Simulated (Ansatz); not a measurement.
Geometry optimisation, RKS revPBE-D4/6-31G* in Ansatz.

input.yaml

```yaml
crystal:
  periodic: [false, false, false]
  atoms:
    - { symbol: C, position_ang: [-0.3025, -1.9102, -0.6405] }
    - { symbol: C, position_ang: [-0.1409, -0.7564, -0.2513] }
    - { symbol: Si, position_ang: [0.1611, 0.9805, 0.3586] }
    - { symbol: F, position_ang: [-0.3874, 2.0362, -0.6549] }
    - { symbol: H, position_ang: [-0.5409, -2.8573, -1.0304] }
    - { symbol: H, position_ang: [-0.4087, 1.1969, 1.7136] }
    - { symbol: H, position_ang: [1.6804, 1.2422, 0.4591] }
basis:
  gaussian: { orbitals: "6-31G*" }
hamiltonian:
  xc: revpbe
  dispersion: d4
relax:
  f_tol: 0.02
  max_steps: 50
output:
  orbitals: {}
```

Run as:

```bash
$ ansatz run input.yaml --threads 1 --pin off --max-ram 2048MiB --backend cpu --events-out ev --progress --plain --runs-dir out
```

Question: Where does it end, and by what steps?

Answer: The forces met the threshold. After 4 steps the energy has fallen by 0.156 eV; C1 moved furthest, 0.06 Å.

| step | energy less start (eV) | largest force component (eV/Å) | accepted |
| --- | --- | --- | --- |
| 0 | 0.0000 | 2.043 | yes |
| 1 | -0.1177 | 1.232 | yes |
| 2 | -0.1500 | 0.267 | yes |
| 3 | -0.1537 | 0.308 | yes |
| 4 | -0.1555 | 0.012 | yes |

```xyz
7
Properties=species:S:1:pos:R:3
C -0.332 -1.860 -0.645
C -0.118 -0.719 -0.247
Si 0.208 0.973 0.364
F -0.426 2.055 -0.675
H -0.517 -2.861 -0.996
H -0.439 1.150 1.702
H 1.686 1.193 0.450
```

Time of the run: 9.1 s on 1 thread of Arm Neoverse V2 (shared host), peak memory 0.13 GiB.
